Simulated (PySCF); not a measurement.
## Electronic structure of O (oxygen, neutral) at the UHF level

Configuration: [He] 2s2 2p4, high-spin 3P determinant. All numbers are calculated (PySCF 2.14, scalar relativity by spin-free X2C-1e, in Sapporo-DZP-2012).

```
Total energy                                                  : -74.836979 hartree
One-electron energy                                           : -103.3363 hartree
Hartree (Coulomb) energy                                      : 36.7336 hartree
Exchange energy                                               : -8.2343 hartree
⟨S²⟩                                                          : 2.0053
⟨L²⟩                                                          : 2.009
Sum of ⟨r⟩                                                    : 7.562 bohr
Sum of ⟨r²⟩                                                   : 10.89 bohr²
Traceless quadrupole moment −½Σ⟨3z² − r²⟩ along its main axis : -0.869 e·bohr²
Langevin diamagnetic susceptibility                           : -8.63 ×10⁻⁶ cm³/mol
Time after the integrals                                      : 0.09 s of wall time on 1 thread of Neoverse-N1 (shared host)
```

| shell | electrons | mean orbital energy (eV) | spread (eV) | rms radius, mean of both spins (bohr) |
| --- | --- | --- | --- | --- |
| 1s α | 1 | -563.62 | 0 | 0.230 |
| 1s β | 1 | -561.54 | 0 | 0.230 |
| 2s α | 1 | -38.368 | 0 | 1.26 |
| 2s β | 1 | -29.202 | 0 | 1.26 |
| 2p α | 3 | -18.072 | 2.668 | 1.38 |
| 2p β | 1 | -13.974 | 0 | 1.38 |
